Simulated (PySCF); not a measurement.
# Löwdin shares of the frontier orbitals

C₄H₄Cl₂O.
Z-matrix (Å and degrees, GFN2-xTB geometry), rows numbered from 1:
```
C 
C   1  1.4866
Cl  2  1.7086  1  114.73
C   2  1.3454  1  123.56  3  -179.97
C   4  1.4465  2  124.23  1   179.92
O   5  1.1889  4  130.15  2     0.26
Cl  5  1.7841  4  110.64  2  -179.77
H   1  1.0889  2  109.86  3   -58.56
H   1  1.0858  2  110.93  3  -179.69
H   1  1.0887  2  109.84  3    59.18
H   4  1.0783  2  119.15  1     0.02
```

Theory: TDDFT CAM-B3LYP/def2-SVPD, vertical, gas phase, core orbitals frozen in the response in PySCF 2.14.0, density-fitted response routines.

Kohn–Sham orbitals with the atoms that hold most of them (Löwdin shares over 4%, at most four atoms; ? is withheld):

```tsv
orbital	ε (eV)	atoms
HOMO-3	-10.67	Cl7 72%, O6 16%, C5 10%
HOMO-2	-10.61	Cl7 72%, Cl3 11%, C5 5%, C4 4%
HOMO-1	-9.67	?
HOMO	?	C4 31%, Cl3 25%, C2 22%, O6 6%
LUMO	-1.29	?
LUMO+1	0.94	C1 22%, Cl3 17%, H9 12%, C4 12%
LUMO+2	1.33	Cl3 32%, Cl7 26%, C5 10%, C2 9%
```

**Question.** Which atoms hold the LUMO, and with what shares?

**Answer.** C2 (bonded to 2 C and Cl) 26%; C5 (bonded to C, Cl and O) 21%; O6 (bonded to C) 17%; C4 (bonded to 2 C and H) 14%. By element: carbon 60% or more, oxygen 17%.

**Question.** Give the leading atoms of the HOMO-1.

**Answer.** O6 (bonded to C) 47%; Cl7 (bonded to C) 22%; Cl3 (bonded to C) 17%; C5 (bonded to C, Cl and O) 5%. By element: oxygen 47%, chlorine 39%, carbon 5% or more.

**Question.** What is the HOMO energy, and the HOMO–LUMO gap?

**Answer.** ε(HOMO) = -9.51 eV; the gap is 8.21 eV (0.3019 hartree).

**Question.** The HOMO–LUMO gap is 8.21 eV. Where does the response calculation put the lowest singlet, and from which orbitals?

**Answer.** S1 is at 4.30 eV (f = 0.0002), 3.91 eV below the gap, made of HOMO-1→LUMO (93%). Its leading pair isn't HOMO and LUMO; the energies of that pair differ by 8.38 eV. Without the coupling terms of the response equations the lowest excitation would equal the gap.

**Question.** Give energy, strength and leading configuration of S1, S2 and S3, and follow the Löwdin shares of the leading atoms from the occupied to the empty orbital.

**Answer.** 
- S1 (4.30 eV, f 0.0002), HOMO-1→LUMO (93%): O6 47% → 17%, Cl7 22% → at most 14%, C2 at most 6% → 26%, C5 5% → 21%
- S2 (5.39 eV, f 0.420), HOMO→LUMO (97%): C4 31% → 14%, Cl3 25% → at most 14%, C2 22% → 26%, C5 at most 7% → 21%
- S3 (5.85 eV, f 0.0003), HOMO-2→LUMO (86%): Cl7 72% → at most 14%, Cl3 11% → at most 14%, C2 at most 5% → 26%, C5 5% → 21%

One conformer stands for the species.
